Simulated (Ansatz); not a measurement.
Start from `CCBSC` and change one atom or group to get `BBCC`.

Ansatz, PBE0-D4/def2-TZVP geometries, multiplicity 1. Each molecule was computed in one conformer, which needn't be the lowest.

```csv
property,`CCBSC`
size of the dipole moment (ωB97M-V/def2-TZVPP) / D,1.90
HOMO energy (B3LYP/def2-TZVPP) / eV,-7.25
HOMO–LUMO gap (B3LYP/def2-TZVPP) / eV,6.40
LUMO energy (ωB97M-V/def2-TZVPP) / eV,1.27
HOMO energy (ωB97M-V/def2-TZVPP) / eV,-9.66
HOMO energy (PBE/def2-TZVPP) / eV,-6.36
```

(1) Give the same properties after the change, and the shifts. (Estimate.)

Answers

(1) Ansatz gave: 
```json
{"property": "size of the dipole moment (ωB97M-V/def2-TZVPP) / D", "`BBCC`": "0.74", "shift": "-1.16"}
{"property": "HOMO energy (B3LYP/def2-TZVPP) / eV", "`BBCC`": "-7.80", "shift": "-0.55"}
{"property": "HOMO–LUMO gap (B3LYP/def2-TZVPP) / eV", "`BBCC`": "6.03", "shift": "-0.37"}
{"property": "LUMO energy (ωB97M-V/def2-TZVPP) / eV", "`BBCC`": "0.37", "shift": "-0.90"}
{"property": "HOMO energy (ωB97M-V/def2-TZVPP) / eV", "`BBCC`": "-10.26", "shift": "-0.60"}
{"property": "HOMO energy (PBE/def2-TZVPP) / eV", "`BBCC`": "-6.65", "shift": "-0.29"}
```

With PBE0 the HOMO falls by 0.49 eV and the LUMO falls by 0.88 eV, so the gap narrows by about 0.39 eV. PBE moves the HOMO by -0.29 eV and ωB97M-V by -0.60 eV. Dipoles are sizes alone; their direction can turn.

B3LYP here is the variant with VWN-RPA as its local correlation; programs differ in this.
